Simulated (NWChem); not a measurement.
System: TiH₃O₃Cl; SMILES [OH][Ti]([OH])([OH])[Cl]

The following NWChem deck was run.

```
start job
memory heap 200 mb stack 900 mb global 1100 mb
geometry units angstroms
  Ti    -0.316267    -0.136309     0.172126
  Cl     1.444937     0.635976    -0.776854
  O      0.188772    -0.632131     1.715348
  H      0.239282    -1.024601     2.587590
  O     -0.822262    -1.430880    -0.802444
  H     -1.307726    -2.180268    -1.149454
  O     -1.416065     1.156558     0.186491
  H     -2.202997     1.697469     0.260938
end
basis spherical
  * library def2-svp
end
dft
  xc pbe0
  iterations 150
end
driver
  maxiter 120
end
task dft optimize
```

Parts of the log:

```
             Northwest Computational Chemistry Package (NWChem) 7.3.0
             --------------------------------------------------------

 C1  symmetry detected

                             Geometry "geometry" -> ""
                             -------------------------

 Output coordinates in angstroms (scale by  1.889725989 to convert to a.u.)

  No.       Tag          Charge          X              Y              Z
 ---- ---------------- ---------- -------------- -------------- --------------
    1 Ti                  22.0000    -0.00183763    -0.34693658     0.00610695
    2 Cl                  17.0000     0.00335898     1.79749016    -0.00917769
    3 O                    8.0000     1.34462553    -0.79024495     0.94042629
    4 H                    1.0000     2.05173040    -1.27476749     1.36777938
    5 O                    8.0000     0.14466870    -0.80939898    -1.62066781
    6 H                    1.0000     0.22441222    -1.33032066    -2.42063980
    7 O                    8.0000    -1.49263608    -0.78244834     0.69102778
    8 H                    1.0000    -2.26608260    -1.26290168     0.98823835

 Effective nuclear repulsion energy (a.u.)     403.9224901284

                                Z-matrix (autoz)
                                --------

 Units are Angstrom for bonds and degrees for angles

      Type          Name      I     J     K     L     M      Value
      ----------- --------  ----- ----- ----- ----- ----- ----------
    1 Stretch                  1     2                       2.14449
    2 Stretch                  1     3                       1.69777
    3 Stretch                  1     5                       1.69757
    4 Stretch                  1     7                       1.69743
    5 Stretch                  3     4                       0.95780
    6 Stretch                  5     6                       0.95795
    7 Stretch                  7     8                       0.95780
    8 Bend                     1     3     4               164.39135
    9 Bend                     1     5     6               162.85981
   10 Bend                     1     7     8               164.39304
   11 Bend                     2     1     3               105.25436
   12 Bend                     2     1     5               105.38951
   13 Bend                     2     1     7               105.16314
   14 Bend                     3     1     5               112.81716
   15 Bend                     3     1     7               114.04679
   16 Bend                     5     1     7               113.11505
   17 Torsion                  2     1     3     4        -167.92591
   18 Torsion                  2     1     5     6         178.33828
   19 Torsion                  2     1     7     8         167.84569
   20 Torsion                  3     1     5     6          64.01670
   21 Torsion                  3     1     7     8         -77.35604
   22 Torsion                  4     3     1     5         -53.52256
   23 Torsion                  4     3     1     7          77.32956
   24 Torsion                  5     1     7     8          53.34971
   25 Torsion                  6     5     1     7         -67.30187

                           NWChem Geometry Optimization
                           ----------------------------

 maximum gradient threshold         (gmax) =   0.000450
 rms gradient threshold             (grms) =   0.000300
 maximum cartesian step threshold   (xmax) =   0.001800
 rms cartesian step threshold       (xrms) =   0.001200
 fixed trust radius                (trust) =   0.300000
 source of zmatrix                         =   autoz

          -------------------
          Energy Minimization
          -------------------

 Using diagonal initial Hessian
 Scaling for Hessian diagonals: bonds = 1.00  angles = 0.25  torsions = 0.10

          --------
          Step   0

                                 NWChem DFT Module
                                 -----------------

 Summary of "ao basis" -> "ao basis" (spherical)
 ------------------------------------------------------------------------------
       Tag                 Description            Shells   Functions and Types
 ---------------- ------------------------------  ------  ---------------------
 Ti                         def2-svp                11       31   5s3p2d1f
 Cl                         def2-svp                 8       18   4s3p1d
 O                          def2-svp                 6       14   3s2p1d
 H                          def2-svp                 3        5   2s1p

            General Information
            -------------------
          SCF calculation type: DFT
          Wavefunction type:  closed shell.
          No. of atoms     :     8
          No. of electrons :    66
           Alpha electrons :    33
            Beta electrons :    33
          Charge           :     0
          Spin multiplicity:     1
          Use of symmetry is: off; symmetry adaption is: off
          Maximum number of iterations: 150
          AO basis - number of functions:   106
                     number of shells:    46
          Convergence on energy requested:  1.00D-06
          Convergence on density requested:  1.00D-05
          Convergence on gradient requested:  5.00D-04

              XC Information
              --------------
                         PBE0 Method XC Functional
                     Hartree-Fock (Exact) Exchange  0.250
          PerdewBurkeErnzerhof Exchange Functional  0.750
            Perdew 1991 LDA Correlation Functional  1.000 local
           PerdewBurkeErnz. Correlation Functional  1.000 non-local

[...]

      ----------------------
      Optimization converged
      ----------------------

  Step       Energy      Delta E   Gmax     Grms     Xrms     Xmax
  ---- ---------------- -------- -------- -------- -------- --------
@   55   -1536.35596812  1.5D-07  0.00006  0.00002  0.00068  0.00166
                                     ok       ok       ok       ok

                                Z-matrix (autoz)
                                --------

 Units are Angstrom for bonds and degrees for angles

      Type          Name      I     J     K     L     M      Value     Gradient
      ----------- --------  ----- ----- ----- ----- ----- ---------- ----------
    1 Stretch                  1     2                       2.22427   -0.00001
    2 Stretch                  1     3                       1.76622   -0.00003
    3 Stretch                  1     5                       1.76618   -0.00004
    4 Stretch                  1     7                       1.76627    0.00001
    5 Stretch                  3     4                       0.96226    0.00001
    6 Stretch                  5     6                       0.96219   -0.00006
    7 Stretch                  7     8                       0.96226    0.00001
    8 Bend                     1     3     4               132.72826   -0.00001
    9 Bend                     1     5     6               132.75500   -0.00000
   10 Bend                     1     7     8               132.74517   -0.00000
   11 Bend                     2     1     3               109.42924    0.00000
   12 Bend                     2     1     5               109.42239   -0.00000
   13 Bend                     2     1     7               109.43429    0.00000
   14 Bend                     3     1     5               109.51218   -0.00000
   15 Bend                     3     1     7               109.51284   -0.00000
   16 Bend                     5     1     7               109.51628    0.00000
   17 Torsion                  2     1     3     4        -105.03259    0.00000
   18 Torsion                  2     1     5     6        -105.04004   -0.00000
   19 Torsion                  2     1     7     8        -105.04079   -0.00000
   20 Torsion                  3     1     5     6         135.01620   -0.00000
   21 Torsion                  3     1     7     8          14.91065    0.00000
   22 Torsion                  4     3     1     5          14.90696   -0.00000
   23 Torsion                  4     3     1     7         135.01288   -0.00000
   24 Torsion                  5     1     7     8         135.01405   -0.00000
   25 Torsion                  6     5     1     7          14.91240    0.00000

                         Geometry "geometry" -> "geometry"
                         ---------------------------------

 Output coordinates in angstroms (scale by  1.889725989 to convert to a.u.)

  No.       Tag          Charge          X              Y              Z
 ---- ---------------- ---------- -------------- -------------- --------------
    1 Ti                  22.0000     0.00811291    -0.29121865    -0.01473216
    2 Cl                  17.0000     0.05963061     1.93176755    -0.07009351
    3 O                    8.0000     1.13529631    -0.87461148     1.21353430
    4 H                    1.0000     2.00337472    -1.28636671     1.16020133
    5 O                    8.0000     0.47479284    -0.92901524    -1.59422614
    6 H                    1.0000    -0.02732538    -1.32560905    -2.31283999
    7 O                    8.0000    -1.62642833    -0.83152295     0.38030367
    8 H                    1.0000    -2.01921416    -1.19295200     1.18094593

 Effective nuclear repulsion energy (a.u.)     390.1279466318

                Final and change from initial internal coordinates
                --------------------------------------------------

                                Z-matrix (autoz)
                                --------

 Units are Angstrom for bonds and degrees for angles

[...]
```

Level: PBE0/def2-SVP. Not confirmed as a minimum by frequencies.
